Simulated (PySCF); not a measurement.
A PySCF script (with the pyscf-properties extension) for the NMR shieldings of SMILES CO[C@@H]1C[C@@]1(C)[C+](C)C, [C₈H₁₅O]+, on a GFN2-xTB geometry:

```python
import basis_set_exchange as bse
import numpy as np
from pyscf import gto, dft
from pyscf.prop import nmr

atoms = """
C    -2.918663   -0.802880   -0.532590
O    -2.251742    0.418105   -0.235205
C    -1.256754    0.406786    0.619231
C    -0.441006    1.593805    0.815866
C     0.324578    0.649526   -0.120472
C     0.226537    0.964496   -1.587039
C     1.277818   -0.234807    0.349713
C     1.485636   -0.563438    1.775718
C     2.193033   -0.904538   -0.602141
H    -3.884187   -0.527460   -0.951447
H    -2.353662   -1.372614   -1.273989
H    -3.063455   -1.406590    0.365198
H    -1.204342   -0.418009    1.326960
H    -0.784074    2.496775    0.328789
H    -0.007574    1.769119    1.789359
H     1.085110    1.557835   -1.898434
H    -0.673278    1.535617   -1.797924
H     0.203664    0.061594   -2.194602
H     0.791486   -0.091022    2.462162
H     2.500374   -0.268244    2.051848
H     1.446628   -1.644746    1.915588
H     2.854687   -1.602410   -0.098293
H     2.798198   -0.161045   -1.123964
H     1.639254   -1.436090   -1.376776
"""
names = dict.fromkeys(["C", "O", "H"], "pcSseg-1")
basis = {el: gto.basis.parse(bse.get_basis(n, elements=[el], fmt="nwchem")) for el, n in names.items()}
mol = gto.M(atom=atoms, basis=basis, charge=1, verbose=0)
mf = dft.RKS(mol, xc="PBE0")
mf.grids.level = 2
mf.grids.alignment = dft.numint.BLKSIZE   # the property module wants whole blocks of grid points
mf.conv_tol = 1e-9
mf.kernel()

calc = nmr.RKS(mf)   # GIAO
C = mf.mo_coeff
Co = C[:, mf.mo_occ > 0]
resp = mf.gen_response(singlet=True, hermi=2)
def vind(x):   # induced exchange potential for any number of trial vectors
    d = np.einsum("pi,xij,qj->xpq", C, 2 * x.reshape(-1, C.shape[1], Co.shape[1]), Co, optimize=True)
    return np.einsum("xpq,pi,qj->xij", resp(d - d.transpose(0, 2, 1)), C, Co, optimize=True).ravel()
mo1, _ = nmr.rhf.solve_mo1(calc, with_cphf=vind)
sigma = calc.kernel(mo1)
for i, s in enumerate(sigma):   # ppm
    w = np.linalg.eigvalsh((s + s.T) / 2)
    print("%2d %-2s iso %8.1f  s11 %8.1f  s22 %8.1f  s33 %8.1f" % (i, mol.atom_pure_symbol(i), w.mean(), *w))
```

Question: What does it print?

Answer: 
```
 0 C  iso    120.8  s11     85.5  s22     91.6  s33    185.2
 1 O  iso    184.5  s11     55.5  s22    191.5  s33    306.5
 2 C  iso     57.9  s11      5.8  s22     72.4  s33     95.7
 3 C  iso    136.3  s11    113.8  s22    136.2  s33    159.0
 4 C  iso     98.4  s11      7.5  s22    129.5  s33    158.2
 5 C  iso    167.9  s11    153.9  s22    165.3  s33    184.5
 6 C  iso    -55.2  s11   -200.8  s22   -120.6  s33    155.7
 7 C  iso    155.5  s11    130.8  s22    157.9  s33    177.7
 8 C  iso    152.3  s11    125.9  s22    155.7  s33    175.2
 9 H  iso     26.9  s11     23.2  s22     24.3  s33     33.2
10 H  iso     27.7  s11     23.5  s22     26.3  s33     33.4
11 H  iso     27.8  s11     24.7  s22     25.2  s33     33.3
12 H  iso     26.2  s11     21.6  s22     27.8  s33     29.1
13 H  iso     28.2  s11     23.9  s22     26.4  s33     34.2
14 H  iso     27.9  s11     23.1  s22     26.7  s33     33.9
15 H  iso     29.4  s11     25.5  s22     26.3  s33     36.6
16 H  iso     30.0  s11     25.0  s22     29.7  s33     35.3
17 H  iso     29.9  s11     26.2  s22     27.8  s33     35.7
18 H  iso     29.7  s11     24.6  s22     31.0  s33     33.3
19 H  iso     28.8  s11     24.9  s22     26.4  s33     35.0
20 H  iso     28.9  s11     25.8  s22     26.8  s33     34.3
21 H  iso     28.8  s11     24.4  s22     28.4  s33     33.5
22 H  iso     28.9  s11     24.2  s22     27.8  s33     34.5
23 H  iso     28.7  s11     24.4  s22     28.4  s33     33.2
```

These numbers come from an equivalent density-fitted implementation of the same equations, which agrees with the script to about 0.01 ppm for H and up to a few tenths of a ppm for heavy atoms, so last digits may differ.

Question: Turn these shieldings into chemical shifts. Referencing at the same level of theory: ¹³C (σ = 186.93 ppm), ¹H (σ = 31.72 ppm) vs TMS; ¹⁷O (σ = 336.08 ppm) vs H2O.

Answer: Averaging equivalent atoms: C 6: 242.1; C 2: 129.0; C 4: 88.5; C 0: 66.2; C 3: 50.6; C 7/8: 33.0; C 5: 19.0; O 1: 151.6; H 12: 5.55; H 9/10/11: 4.25; H 14: 3.80; H 13: 3.55; H 18/19/20/21/22/23: 2.77; H 15/16/17: 1.93 ppm. Experimental scales use liquid or dissolved standards, which lie at an offset from isolated H2O (liquid H2O: subtract about 36 ppm).

Size and cost of the density-fitted run: 228 basis functions, 83 s wall time on 1 thread of an Arm Neoverse V1, shared host; peak memory 0.96 GiB.
